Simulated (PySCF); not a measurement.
BH3O, SMILES BO.

Coordinates come from a PBE0-D3(BJ)/def2-TZVP optimisation.

Method: PySCF with ωB97X/def2-TZVPD.

Symmetry labels are those of the subgroup Cs that the program uses (full group Cs).

Computed valence orbital energies around the gap with their symmetry:
```csv
orbital,symmetry,energy (eV)
HOMO−7,A',-523.19
HOMO−6,A',-186.65
HOMO−5,A',-31.79
HOMO−4,A',-18.89
HOMO−3,A',-15.75
HOMO−2,A',-14.06
HOMO−1,A",-13.29
HOMO,A',-11.42
LUMO,A',1.48
LUMO+1,A",1.73
LUMO+2,A',2.43
LUMO+3,A',3.10
```
